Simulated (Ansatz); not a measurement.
Compare A (`CB(C)CCl`) with its isomer B (`BCCCCl`).

Computed with Ansatz on PBE0-D4/def2-TZVP structures; ΔE is electronic, products minus reactants. CCSD(T)/CBS is the MP2 limit (def2-TZVPP, def2-QZVPP) plus CCSD(T) − MP2 in def2-TZVPP, frozen cores. Functionals use def2-TZVPP. B3LYP here is the variant with VWN-RPA as its local correlation; programs differ in this. One conformer a species, not always the lowest.

Task: Which isomer does CCSD(T)/CBS put lower? Give the gap. (An estimate is asked.)

Result: The calculation gave: A, by 23.3 kcal/mol.

Task: Give E(B) − E(A) in kcal/mol with ωB97M-V, B2PLYP, PBE0-D4, CCSD(T)/def2-TZVPP, B3LYP, HF/def2-TZVPP, B3LYP-D4. (An estimate is asked.)

Result: Ansatz gave: ωB97M-V 24.1, B2PLYP 23.7, PBE0-D4 24.5, CCSD(T)/def2-TZVPP 23.4, B3LYP 23.9, HF/def2-TZVPP 20.6, B3LYP-D4 24.3. None reverses the order clearly.

Largest T1 diagnostic: 0.010.

In def2-TZVPP, CCSD(T) changes the Hartree–Fock value by +2.8 kcal/mol (the triples alone add +0.4 kcal/mol) and MP2 by +3.0 kcal/mol.
